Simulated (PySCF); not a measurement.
SMILES O[Si](O)([Ge]([Cl])([Cl])[Cl])O, singlet at its PBE0/def2-SVP optimised geometry (Å):

```
11

Si    -0.7329    -1.1156    -1.8471
O      0.2612    -2.3848    -2.1382
O     -0.7954    -0.1140    -3.1420
O     -2.2328    -1.6295    -1.4345
Ge     0.1626     0.1052     0.0000
Cl    -0.4600     2.1762     0.0000
Cl    -0.4593    -0.7315     1.8955
Cl     2.3258     0.1052     0.0000
H      1.1869    -2.2032    -2.3314
H     -1.3134     0.6945    -3.0684
H     -2.3258    -2.1762    -0.6472
```

Level of theory: PBE0/def2-TZVP (PySCF).

Map of the electrostatic potential (hartree/e), clipped to [-0.08, 0.12] on the plane z = 1.2 Å:

```
|111000000000000000000000000|
|110000000000000000000000000|
|110000000000000000000000000|
|110000000000000000000000000|
|100000000011110000000000000|
|100000000123320000000000000|
|100000000135641000000000000|
|110000000136752100000000000|
|110000000135653221000000000|
|111000000124666532100000000|
|111100001235899863211000000|
|111111111258999985433210000|
|111111112479999996566421000|
|111111112599999996577421000|
|111111113899999995444311000|
|111111113999999964222100000|
|111111113899999742110000000|
|112222222599998421100000000|
|122222222247753211000000000|
|122223322222221111000000000|
|222233332211111111000000000|
|222233332221111111000000001|
|222223332221111111111111111|
|122222222221111111111111111|
|122222222211111111111111111|
|112222222211111111111111111|
|111222222111111111111111111|
```
Scale: ten equal steps from -0.016 (start of '0') to 0.120 (end of '9'), in the order '0123456789'; x runs from -4.50 to 4.50, y from -4.50 (bottom) to 4.50 (top).
